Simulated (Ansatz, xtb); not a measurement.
**Isomers of C4H6N2O2 in order of energy**

3 gas-phase structures of C4H6N2O2, from a drawn sample of its isomers (lower ones may exist). Each was relaxed with GFN2-xTB:

A. `COc1cn(O)cn1`, a singlet
B. `COc1cncn1O`, a singlet
C. `COc1nccn1O`, a singlet

Estimate their order in r2SCAN-D4/def2-SVP energy at these geometries, lowest first.

Calculated order at r2SCAN-D4/def2-SVP: C (0.000), A (0.075), B (0.275) eV.

Energies above the lowest of each column, in eV; the last columns are at B3LYP/def2-SVP geometries:

```tsv
structure	GFN2-xTB	HF/STO-3G	r2SCAN-D4/def2-SVP	B3LYP/def2-SVP	CCSD(T)/def2-SVP + ΔMP2/def2-TZVPP
C	0.000	0.000	0.000	0.000	0.000
A	0.163	0.155	0.075	0.089	0.095
B	0.218	0.180	0.275	0.272	0.270
```

Every level run on C puts it lowest or level with the lowest. Flexible structures stand in one conformer each, not always the lowest. Frequencies (GFN2-xTB) were run for A alone. ΔMP2 is the change of the MP2 energy from the smaller to the larger basis.

Programs: Ansatz 0.2.0, xtb 6.7.1.
